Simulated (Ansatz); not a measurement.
`CO[SiH](C)Cl` + `BN` → `BN[SiH](C)Cl` + CH₃OH  (ligand exchange at the Si–O bond)

Computed with Ansatz on PBE0-D4/def2-TZVP structures; ΔE is electronic, products minus reactants. CCSD(T)/CBS adds triple-zeta CCSD(T) − MP2 to the extrapolated MP2 energy (def2 sets, frozen cores). This one scheme is used for every species. Functionals use def2-TZVPP. B3LYP here is the variant with VWN-RPA as its local correlation; programs differ in this. One conformer a species, not always the lowest.

Task: Is it downhill or uphill in electronic energy at CCSD(T)/CBS, and by how much? (An estimate is asked.)

Result: Ansatz gave: Uphill: ΔE = +54.2 kJ/mol.

Task: What do these levels give: r2SCAN-D4, B3LYP-D4, ωB97X-V, ωB97M-V, B2PLYP, r2SCAN, PBE0, HF/def2-TZVPP, MP2/def2-TZVPP, SCS-MP2/def2-TZVPP, CCSD(T)/def2-TZVPP, HF/CBS(def2)? (Best estimate.)

Result: Ansatz gave: r2SCAN-D4 58.5, B3LYP-D4 58.9, ωB97X-V 57.1, ωB97M-V 57.0, B2PLYP 59.2, r2SCAN 58.7, PBE0 54.4, HF/def2-TZVPP 60.5, MP2/def2-TZVPP 55.2, SCS-MP2/def2-TZVPP 56.2, CCSD(T)/def2-TZVPP 54.8, HF/CBS(def2) 60.8 kJ/mol.

Largest T1 diagnostic among the species: 0.012.

In def2-TZVPP, CCSD(T) changes the Hartree–Fock value by −5.7 kJ/mol (the triples alone add −0.5 kJ/mol) and MP2 by −5.3 kJ/mol.
